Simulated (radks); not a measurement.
The numbers below are computed, except where a source is named.
Problem. Species: Sm60+. Configuration: [He]. Code: a radial shooting solver on a logarithmic mesh with Libxc functionals. Model: scalar-relativistic Kohn-Sham, r2SCAN, spin-unpolarised, spherical densities, finite nucleus; meta-GGA in the generalised Kohn-Sham scheme; Fermi nuclear charge, rms radius 5.0819 fm. Some entries of the table are withheld. Estimate them.

orbital  occ.  eigenvalue (hartree)  <1/r> (bohr^-1)
1s          2                   (1)              (2)
2s          0                   (3)              (4)
2p          0                   (5)              (6)

Solution. 
(1) 1s eigenvalue (hartree): -1976.172
(2) 1s <1/r> (bohr^-1): 69.10
(3) 2s eigenvalue (hartree): -484.9273
(4) 2s <1/r> (bohr^-1): 17.10
(5) 2p eigenvalue (hartree): -463.4054
(6) 2p <1/r> (bohr^-1): 16.04
